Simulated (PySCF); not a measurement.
**Excitation energy of Fe⁺ by level of theory**

Fe⁺ [Ar] 3d6 4s1 (6D) → Fe⁺ [Ar] 3d6 4p1 (high-spin determinant), as a difference of total energies. Calculation: PySCF 2.14, in def2-TZVPPD; the non-relativistic Hamiltonian (point nucleus). Correlated levels: valence: [Ar] frozen. The calculations carry no spin-orbit coupling.

| method | excitation energy (eV) |
| --- | --- |
| UHF | 4.393 |
| MP2 (valence) | 4.599 |
| SCS-MP2 (valence) | 4.529 |
| CCSD (valence) | 4.577 |
| CCSD(T) (valence) | 4.572 |

**Question.** How much does correlation contribute at CCSD(T) (valence)?

**Answer.** 4.572 − (4.393) = 0.179 eV, measured against UHF.

A first-order spin-orbit estimate (lowest level to lowest level, LS coupling) adds 0.019 eV.

The determinant of the upper state mixes LS terms, which raises its energy above the lowest term, most at the Hartree-Fock and MP2 levels.
